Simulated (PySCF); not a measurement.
`C[C@@H]1NC[C@@H]1[S@](C)=O`, C$_{5}$H$_{11}$NOS

Geometry (Å), atoms numbered from 1 in this order:
```xyz
19

C    -1.2228    1.4289    0.2672
C    -1.0452    0.1110   -0.4745
N    -1.9551   -0.9670   -0.0640
C    -0.8849   -1.6611    0.6576
C     0.1434   -0.7461   -0.0119
S     1.3278    0.0471    1.1714
C     2.3996    0.7686   -0.1510
O     2.0917   -1.0583    1.7476
H    -0.4370    2.1326    0.0043
H    -2.1816    1.8702    0.0010
H    -1.1981    1.2672    1.3426
H    -1.0978    0.2825   -1.5562
H    -2.7550   -0.6798    0.4879
H    -0.8994   -1.5575    1.7481
H    -0.8246   -2.7207    0.4042
H     0.7106   -1.2244   -0.8065
H     1.7943    1.4066   -0.7840
H     3.1800    1.3486    0.3309
H     2.8443   -0.0392   -0.7217
```

Method used: PySCF, TDDFT CAM-B3LYP/def2-SVPD circular dichroism and optical rotation, one conformer, gas phase. Geometry: GFN2-xTB.

The molecule is flexible and this is one conformer; a measurement averages over conformers.

**Question.** Draw the ECD and absorption spectra from the lowest 8 states, each a Gaussian of half-width 0.25 eV at 1/e height.

**Answer.** 
```csv
E (eV),λ (nm),Δε (L mol⁻¹ cm⁻¹),ε (L mol⁻¹ cm⁻¹)
5.35,232,+0.13,75.2
5.45,227,+0.54,320
5.55,223,+1.69,990
5.65,219,+3.85,2230
5.75,215,+6.33,3640
5.85,212,+7.48,4340
5.95,208,+6.14,3770
6.05,205,+3.01,2420
6.15,201,-0.12,1200
6.25,198,-2.10,580
6.35,195,-2.97,508
6.45,192,-2.94,855
6.55,189,-1.67,1570
6.65,186,+0.89,2610
6.75,184,+3.44,3780
6.85,181,+4.46,4660
```
Δε uses R in velocity form, ε uses f in length form. Only the states computed contribute, so the short-wavelength end is incomplete.
